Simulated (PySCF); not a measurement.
Compound: C5H8N2O2 (charge -1 and doublet state).
Z-matrix (Å and degrees, GFN2-xTB geometry), rows numbered from 1:
```
C 
O   1  1.3976
C   2  1.3932  1  112.71
C   3  1.3814  2  123.21  1   172.29
C   4  1.4757  3  132.40  2    10.03
N   5  1.4933  4  115.20  3    84.21
O   4  1.4108  3  106.74  2   178.19
C   7  1.4416  4  103.45  3    -1.84
N   3  1.3276  2  123.28  1    -6.56
H   1  1.0933  2  106.91  3   176.64
H   1  1.0972  2  111.26  3   -63.44
H   1  1.0954  2  110.95  3    56.49
H   5  1.0962  4  110.59  3  -155.87
H   5  1.0952  4  109.56  3   -35.31
H   6  1.0187  5  106.77  4    55.35
H   6  1.0186  5  106.87  4   -57.40
H   8  1.0925  7  111.97  4   139.11
```

The hyperfine couplings belong to this conformer and change with its torsions.

As a line formula: `O(C)C1=C(CN)O[CH][N-]1` [radical] (charge -1).

Method used: PySCF 2.14.0, UKS B3LYP, pcH-1 on C H N O, non-relativistic, mean-field spin-orbit, GIAO. Whether the extra electron is bound in the gas phase wasn't checked; a finite basis holds it in any case. The geometry wasn't refined by DFT: couplings that depend on bond lengths, twists or pyramidal angles can differ widely from those at the functional's own minimum, by a factor of two or more for some ions and for spin on atoms past the first row. Stability of the SCF solution: not tested.

Principal values of hyperfine tensors in MHz (contact and dipolar terms together), for some of the nuclei:

```csv
atom,isotope,A1,A2,A3
C8,13C,170.91,172.22,297.94
H17,1H,54.43,69.94,93.06
O7,17O,-118.18,-4.65,-3.67
C4,13C,-2.54,0.01,58.86
N6,14N,15.82,15.88,19.78
C5,13C,-12.23,-10.98,-10.63
N9,14N,2.21,2.53,26.46
H14,1H,4.19,5.78,10.98
```

Give the isotropic coupling of each nucleus in MHz and in mT (g = 2.0034), and the anisotropic part.

a_iso is a third of the trace, T = A − a_iso, and a(mT) = a(MHz)/(g × 13.996).

```json
{"atom": "C8", "a_iso (MHz)": "213.69", "a_iso (mT)": "7.621", "T1": "-42.78", "T2": "-41.47", "T3": "84.25"}
{"atom": "H17", "a_iso (MHz)": "72.48", "a_iso (mT)": "2.585", "T1": "-18.05", "T2": "-2.53", "T3": "20.58"}
{"atom": "O7", "a_iso (MHz)": "-42.17", "a_iso (mT)": "-1.504", "T1": "-76.01", "T2": "37.52", "T3": "38.49"}
{"atom": "C4", "a_iso (MHz)": "18.78", "a_iso (mT)": "0.670", "T1": "-21.32", "T2": "-18.77", "T3": "40.08"}
{"atom": "N6", "a_iso (MHz)": "17.16", "a_iso (mT)": "0.612", "T1": "-1.34", "T2": "-1.28", "T3": "2.62"}
{"atom": "C5", "a_iso (MHz)": "-11.28", "a_iso (mT)": "-0.402", "T1": "-0.95", "T2": "0.30", "T3": "0.65"}
{"atom": "N9", "a_iso (MHz)": "10.40", "a_iso (mT)": "0.371", "T1": "-8.19", "T2": "-7.87", "T3": "16.06"}
{"atom": "H14", "a_iso (MHz)": "6.99", "a_iso (mT)": "0.249", "T1": "-2.79", "T2": "-1.20", "T3": "3.99"}
```

What spin density at the nucleus of C8 lies behind its contact coupling (g_N = 1.40482)?

a_FC = (2μ0/3) gₑ μB g_N μN ρ(0)/(2S·h) = 800.24 MHz × g_N × ρ(0)/(2S), with ρ in bohr⁻³. With a_FC = 213.69 MHz and 2S = 1, ρ(0) = 0.1901 bohr⁻³.

C3 (13C, g_N = 1.40482) isn't in the table. Its spin density at the nucleus is -0.01484 bohr⁻³. What is its contact coupling?

By the same relation, a_FC = -16.69 MHz. Its full tensor has the principal values -28.67, -11.30, -10.09 MHz.

Name the largest traceless tensor T of the table and describe it.

C8: -42.8, -41.5, 84.3 MHz, axial, in the ratio −1:−1:+2, the form that spin in one p orbital centred on that nucleus gives.

What first-order splitting does C8 cause when the field lies along A1, A2 or A3 of its tensor (g taken as isotropic, no quadrupole term)?

2 lines (I = 1/2), spaced by |A_i|/(g × 13.996): 6.10, 6.14, 10.63 mT along the axes of A1, A2 and A3.

On one thread of an Arm Neoverse V1, shared host, this took 1.7 min wall (with the writing of density and orbital grids) and 0.97 GiB of memory at its peak.
